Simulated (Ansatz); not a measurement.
Ansatz (a program for electronic structure) input:

Ansatz 0.2 input:
```yaml
crystal:
  periodic: [false, false, false]
  atoms:
    - {symbol: F, position_ang: [-0.00000000, -0.00000000, -1.93506175]}
    - {symbol: Hg, position_ang: [0.00000000, 0.00000000, 0.00000000]}
    - {symbol: F, position_ang: [0.00000000, 0.00000000, 1.93506175]}
basis:
  gaussian:
    orbitals: def2-TZVP
hamiltonian:
  xc: {name: PBE}
relax: {f_tol: 0.003, max_steps: 100}
```

### Question
What final total energy does it print?

### Answer
-353.11020 Eh (PBE/def2-TZVP). The basis has 105 functions.
